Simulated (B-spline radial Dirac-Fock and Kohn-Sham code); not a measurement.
X-ray form factors of copper in several charge states

Model: Dirac-Fock orbitals of the configuration average with a finite nucleus. Program: an atomic code on a B-spline grid.

Configurations: Cu³⁺ [Ar] 3d8; Cu⁶⁺ [Ar] 3d5; Cu¹⁰⁺ [Ar] 3d1; Cu¹²⁺ [Ne] 3s2 3p5. The first column is f₀ of Cu³⁺, the others are differences from it.

```
s (Å⁻¹)    Cu³⁺  Δ Cu⁶⁺  Δ Cu¹⁰⁺  Δ Cu¹²⁺
      0  26.000  -3.000   -7.000   -9.000
   0.05  25.770  -2.919   -6.858   -8.836
    0.1  25.101  -2.688   -6.450   -8.364
   0.15  24.060  -2.346   -5.829   -7.642
    0.2  22.737  -1.939   -5.068   -6.747
   0.25  21.234  -1.519   -4.244   -5.765
    0.3  19.646  -1.124   -3.426   -4.773
   0.35  18.054  -0.780   -2.665   -3.831
    0.4  16.520  -0.502   -1.996   -2.980
   0.45  15.087  -0.289   -1.434   -2.244
    0.5  13.780  -0.135   -0.981   -1.630
    0.6  11.580  +0.031   -0.372   -0.750
    0.7   9.914  +0.080   -0.064   -0.248
    0.8   8.695  +0.074   +0.059   -0.002
    0.9   7.816  +0.052   +0.089   +0.095
      1   7.172  +0.032   +0.083   +0.117
    1.1   6.683  +0.019   +0.072   +0.112
    1.2   6.286  +0.014   +0.066   +0.102
    1.4   5.620  +0.018   +0.078   +0.096
    1.6   5.010  +0.027   +0.100   +0.104
```

Values without a named source are computed, but for edge energies of neutral atoms, which are taken from tables.
